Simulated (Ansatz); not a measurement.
CH$_{5}$AlOSi. Charge 0, multiplicity 1. The bonds changed during the relaxation, so this is another structure than the one it started from.

```xyz
9

O    -0.234   -2.033   -0.531
C     0.106   -1.989    0.671
Al    0.854   -0.427   -0.204
Si   -0.480    1.619   -0.138
H    -0.234   -2.816    1.319
H     2.321   -0.601   -0.769
H    -0.560    2.287   -1.469
H     0.104    2.611    0.811
H    -1.877    1.348    0.311
```

(1) Give the diagnostics of a CCSD(T)/def2-TZVPP run (frozen core, Ansatz). (An estimate is asked.)

Results:

(1) Computed: T1 = 0.0171, largest single amplitude 0.043, largest double 0.063, (T) share of the correlation energy 3.9 %, 10 CCSD cycles. The RHF solution is stable towards an unrestricted one. T1 lies under the customary mark of 0.02 for closed shells.
